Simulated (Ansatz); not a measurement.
C2H6O2Se, SMILES `C[Se]C(O)O`. The species carries charge 0 and has multiplicity 1.

```xyz
11

C     1.1878   -1.4323   -0.4135
Se   -0.7016   -1.2346   -0.0152
C    -0.8138    0.7314   -0.0560
O     0.3083    1.2338    0.5943
O    -2.0043    1.1232    0.5311
H     1.4015   -2.4994   -0.3603
H     1.4054   -1.0702   -1.4169
H     1.7762   -0.8956    0.3257
H    -0.8669    1.0693   -1.0942
H     0.3158    2.1899    0.4702
H    -2.0084    0.7843    1.4349
```

(1) What are the harmonic wavenumbers in cm⁻¹ at PBE0-D4/def2-TZVP (Ansatz, finite differences of forces, unscaled)? (An estimate is asked.)

(2) Is this a minimum?

(3) Give the ideal-gas thermochemistry at 298.15 K and 1 bar (rigid rotor, harmonic oscillator; point group C1, symmetry number 1).

## Answers

(1) The calculation gave: 58, 111, 177, 288, 299, 335, 439, 590, 620, 658, 921, 922, 1050, 1122, 1177, 1265, 1303, 1378, 1423, 1453, 1470, 3076, 3079, 3170, 3193, 3801, 3810.

(2) Yes, all 27 modes are real.

(3) Zero-point energy 222.5 kJ/mol; H(298) − E = 243.7 kJ/mol; entropy 354.4 J/(mol·K), of which translation 170.6, rotation 113.2, vibration 70.6; G(298) − E = 138.0 kJ/mol. Modes under 100 cm⁻¹ are hindered rotations or soft bends, so the harmonic entropy is rough.
